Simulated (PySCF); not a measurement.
# Electron correlation in Br³⁺ (bromine, charge +3)

[Ar] 3d10 4s2 4p2, high-spin 3P determinant. Computed with PySCF 2.14 in aug-cc-pVDZ-DK, with scalar relativity by spin-free X2C-1e. Frozen: [Ar] 3d10; 4 electrons correlated.

```csv
level,correlation energy (mhartree)
CCSD,-60.70
(T),-0.51
CCSD(T),-61.21
CCSDT,-61.36
FCI,-61.38
```

Diagnostics: T1 = 0.0051, D1 = 0.0141, largest double amplitude 0.093, weight of the Hartree-Fock determinant in FCI 0.9641 (33880 determinants).

Q: Is a single reference adequate?

A: Mostly. T1 lies below 0.03, but a double amplitude of this size points to a near-degeneracy that CCSD handles and MP2 describes poorly.
